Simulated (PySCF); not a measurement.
# Polarisability and C₆ of Bi²⁺ (bismuth, charge +2)

[Xe] 4f14 5d10 6s2 6p1, 2P determinant. Computed with PySCF 2.14 in aug-cc-pwCVTZ-DK3 (11s10p8d5f1g, 125 functions), with scalar relativity by spin-free X2C-1e. Coupled (time-dependent) response in atomic units; α is the mean over directions.

```json
{"method": "BLYP", "mean α (bohr³)": "15.89", "α xx, yy, zz": "14.80, 18.07, 14.80", "C₆ (like pair)": "117.3", "S(−4)": "65.50"}
```

S(−4) is the Cauchy moment in α(ω) = α(0) + S(−4) ω² + …

Spin-orbit coupling is absent.

α(iu) at BLYP:

| u (hartree) | α(iu) (bohr³) |
| --- | --- |
| 0 | 15.89 |
| 0.0500 | 15.73 |
| 0.100 | 15.27 |
| 0.200 | 13.74 |
| 0.300 | 11.93 |
| 0.500 | 8.811 |
| 0.750 | 6.319 |
| 1.00 | 4.830 |
| 1.50 | 3.196 |
| 2.00 | 2.315 |
| 3.00 | 1.388 |
| 5.00 | 0.6546 |

A single London oscillator, α(iu) = α/(1 + u²/ω²), gives C₆ = (3/4) ω α². Matching the computed C₆ needs ω = 4 × 117.3 / (3 × 15.89²) = 0.619 hartree.

For an ion, C₆ is the dispersion term alone; charge-induced terms of lower order in 1/R come first.

The components differ because the open shell of this determinant is not spherical; for a pure term their mean is the scalar polarisability.

Spin-orbit coupling, absent here, splits the open shell strongly.
